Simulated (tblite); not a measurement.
Compound: C5H9GeS (doublet state).
Atom-mapped SMILES: `[CH2:1][S:2][GeH:3]1[CH2:4][CH:5]=[CH:6][CH2:7]1` (hydrogens: H8, H9 on C1; H10 on Ge3; H11, H12 on C4; H13 on C5; H14 on C6; H15, H16 on C7)
Bond orders are those of one Lewis drawing.

Computed with GFN2-xTB (tblite), gas phase: L-BFGS steps from a force-field or distance-geometry start until the largest atomic force falls under 0.01 eV/Å.

Geometry at step 0:
```
atom  x, y, z in Å
C1      3.1679    0.5127   -0.3180
S2      2.2367   -0.7533    0.5843
Ge3     0.4347   -0.4872   -0.6529
C4     -1.0291   -1.5608   -0.0152
C5     -2.0429   -0.5864    0.4975
C6     -1.7826    0.7257    0.3874
C7     -0.4776    1.1630   -0.2177
H8      2.7501    1.5226   -0.0793
H9      4.2313    0.4822   -0.0148
H10     0.6726   -0.6526   -2.1718
H11    -1.4569   -2.1772   -0.8338
H12    -0.6880   -2.2228    0.8248
H13    -2.9812   -0.9274    0.9320
H14    -2.4900    1.4619    0.7370
H15     0.1103    1.7499    0.5249
H16    -0.6629    1.7587   -1.1186
```

**Question.** Give the atomic forces at this geometry.

**Answer.** 
| atom | Fx (eV/Å) | Fy (eV/Å) | Fz (eV/Å) |
| --- | --- | --- | --- |
| C1 | -0.256 | 0.185 | 2.192 |
| S2 | 1.374 | 0.797 | -0.918 |
| Ge3 | 0.455 | -0.067 | -0.984 |
| C4 | -0.667 | -1.467 | 0.628 |
| C5 | 0.022 | 1.220 | -0.127 |
| C6 | -0.088 | -1.162 | 0.095 |
| C7 | -0.189 | 1.095 | 0.408 |
| H8 | 0.174 | -0.876 | -0.729 |
| H9 | -0.668 | -0.236 | -0.459 |
| H10 | 0.207 | 0.011 | 0.311 |
| H11 | 0.126 | 0.074 | 0.670 |
| H12 | -0.499 | 0.195 | -0.724 |
| H13 | 0.333 | -0.081 | -0.136 |
| H14 | 0.095 | 0.105 | -0.029 |
| H15 | -0.494 | -0.011 | -0.550 |
| H16 | 0.077 | 0.218 | 0.352 |

The largest, 2.21 eV/Å, acts on C1; the rms over all components is 0.662 eV/Å. The forces sum to zero within rounding, as they must for an isolated molecule in no field.

**Question.** Give the force on C1 in Eh/bohr and in nN.

**Answer.** 2.215 eV/Å ÷ 51.422 = 0.04307 Eh/bohr, and 2.215 eV/Å × 1.602 = 3.55 nN.

**Question.** How far is this geometry from the end of the optimisation?

**Answer.** 0.502 eV above it, and 0.190 Å rms away after alignment. The bonds farthest from their final lengths, with half the difference of the two atoms' forces along the bond (positive lengthens):

```
  bond  now (Å)  final (Å)  force along bond (eV/Å)
 C1–S2    1.812      1.711                    -1.41
Ge3–C4    1.924      1.994                    +1.08
Ge3–C7    1.935      2.000                    +0.80
S2–Ge3    2.202      2.253                    +0.34
 C1–H8    1.119      1.074                    -0.87
 C1–H9    1.106      1.071                    -0.56
```

The angle farthest from its final value is H8–C1–H9, 109.0° against 119.8°.

Of the 6 listed bonds off by 0.010 Å or more, this force points towards the final length in 6.

The cost below is that of the whole relaxation. Hardware: one thread, Arm Neoverse V2 (aarch64), no GPU, on a shared host. Cost: 0.61 s of wall time.
